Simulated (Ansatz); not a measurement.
Cost and result for the atomization energy of `CC[O][Zn][Cl]` (10 atoms, 9 bonds).

```tsv
atom	x (Å)	y (Å)	z (Å)
C1	-0.2075	-1.1890	1.0567
C2	-0.0733	-0.4072	-0.2296
O3	0.1681	0.9458	0.0808
Zn4	0.3970	2.2549	-1.0782
Cl5	0.6850	3.8990	-2.3262
H6	0.7074	-1.1096	1.6475
H7	-1.0348	-0.8001	1.6539
H8	-0.3959	-2.2455	0.8473
H9	0.7464	-0.8286	-0.8293
H10	-0.9924	-0.5197	-0.8229
```

Total charge 0; spin multiplicity 1. For Zn the d shell is correlated and the shells below it are frozen. Scalar relativity is left out up to krypton. All single points use the PBE0-D4/def2-TZVP geometry. It is one conformer, not always the lowest. Program: Ansatz. All runs use 4 threads of a server CPU on a shared host. Times are those of one run each, without the atoms' runs, and a repeat can differ threefold. Electronic energies, without spin–orbit coupling; frozen cores. CCSD(T)/CBS adds CCSD(T) − MP2 in def2-TZVPP to the MP2 limit, and its time is that of the two runs behind it. T1 = 0.015. With those shells the extrapolation isn't a true limit. B3LYP takes the VWN-RPA correlation (the form of Gaussian; ORCA's B3LYP/G). HSE06 is the plane-wave form, built on full-range PBE exchange.

CCSD(T)/CBS is a level of theory with its own doubt, some kJ/mol a heavy atom from the limit and from the frozen cores, so smaller differences don't rank the functionals.

```csv
level,functions,wall time,atomization (kcal/mol),difference from CCSD(T)/CBS,per bond
LDA (SPW92)/def2-TZVPP,269,1.7 s,959.7,123.4,13.7
revPBE-D4/def2-TZVPP,269,2.7 s,826.5,-9.8,-1.1
PBE0-D4/def2-TZVPP,269,5.5 s,836.2,-0.1,0.0
HSE06-D4/def2-TZVPP,269,6.5 s,836.9,0.6,0.1
B3LYP-D4/def2-TZVPP (with forces),269,8 s,826.8,-9.5,-1.1
r2SCANh-D4/def2-TZVPP,269,8.5 s,834.6,-1.7,-0.2
CCSD(T)/def2-SVP,116,10 s,791.0,-45.3,-5.0
ωB97X-V/def2-TZVPP,269,12 s,838.1,1.8,0.2
B97M-V/def2-TZVPP,269,14 s,833.5,-2.8,-0.3
ωB97M-V/def2-TZVPP (with forces),269,16 s,835.7,-0.6,-0.1
MP2/def2-QZVPP,491,40 s,847.1,10.8,1.2
CCSD(T)/def2-TZVPP,269,5.3 min,813.3,-23.0,-2.6
CCSD(T)/CBS(def2),–,5.9 min,836.3,0.0,0.0
```

In def2-TZVPP, CCSD(T) changes the Hartree–Fock value by +203.4 kcal/mol (the triples alone add +12.4 kcal/mol) and MP2 by +223.0 kcal/mol; breaking electron pairs costs correlation energy, which Hartree–Fock lacks. From BLYP to BHLYP (50 % exact exchange), in def2-TZVPP and without D4, the atomization energy moves by −14.8 kcal/mol: exact exchange takes away binding that semilocal exchange gives to molecules. At CCSD(T), def2-SVP lies −45.3 kcal/mol from the extrapolated value and def2-TZVPP −23.0 kcal/mol: correlation converges slowly with the basis, and small sets miss more of it in the bonded molecule than in its fragments.
